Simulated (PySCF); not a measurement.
Precursor series W Cl-F. All species are isolated molecules in the gas phase.

All values below come from TPSSh-D3(BJ)/def2-TZVP // r2SCAN-D4/def2-SVP run with PySCF. All candidates: neutral, multiplicity 1. 

```yaml
LUMO: -5.69 eV
HOMO–LUMO gap: 2.85 eV
HOMO: -8.55 eV
```

Identify which member has these values.
(A) [W(Cl)2(F)4]
(B) [W(Cl)(F)5]
(C) [W(Cl)3(F)3]
(D) [W(Cl)5(F)]

D, [W(Cl)5(F)]. The others give [W(Cl)2(F)4]: -5.46 eV, 3.81 eV, -9.27 eV; [W(Cl)(F)5]: -5.25 eV, 4.57 eV, -9.83 eV; [W(Cl)3(F)3]: -5.34 eV, 3.78 eV, -9.12 eV
